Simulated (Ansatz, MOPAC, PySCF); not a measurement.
Species: CH$_{3}$N, charge 0, multiplicity 1. SMILES: C=N
Structure (B3LYP-D3(BJ)/def2-TZVP (Ansatz, a quantum-chemistry and plane-wave program) minimum search):
```
C
N 1 1.2631
H 2 1.0217 1 111.31
H 1 1.0903 2 118.89 3 -180.00
H 1 1.0949 4 116.21 2 -180.00
```

Unscaled harmonic wavenumbers (cm⁻¹) in rising order, each level at the stationary point that it reaches from this structure (no distance between atoms moves by over 0.3 Å); the order of modes can differ between levels, and a negative number is imaginary. B3LYP-D3(BJ)/def2-TZVP (PySCF, at the structure above): 1075, 1102, 1167, 1370, 1494, 1714, 3014, 3110, 3419.

PM3 (MOPAC): 935, 1016, 1036, 1226, 1278, 1862, 3054, 3088, 3464. Zero-point energy 24.2 against 25.0 kcal/mol; where all levels lie over 400 cm⁻¹, the wavenumbers are on average 0.948 times those of B3LYP-D3(BJ)/def2-TZVP.

PM7 (MOPAC): 1010, 1085, 1136, 1329, 1396, 1853, 2659, 2731, 2787. Zero-point energy 22.9 against 25.0 kcal/mol; where all levels lie over 400 cm⁻¹, the wavenumbers are on average 0.940 times those of B3LYP-D3(BJ)/def2-TZVP.

HF/3-21G (Ansatz): 1173, 1234, 1285, 1483, 1641, 1848, 3225, 3327, 3575. Zero-point energy 26.9 against 25.0 kcal/mol; where all levels lie over 400 cm⁻¹, the wavenumbers are on average 1.084 times those of B3LYP-D3(BJ)/def2-TZVP.

B3LYP/6-31G* (Ansatz): 1084, 1092, 1176, 1390, 1516, 1735, 3040, 3143, 3404. Zero-point energy 25.1 against 25.0 kcal/mol; where all levels lie over 400 cm⁻¹, the wavenumbers are on average 1.007 times those of B3LYP-D3(BJ)/def2-TZVP.
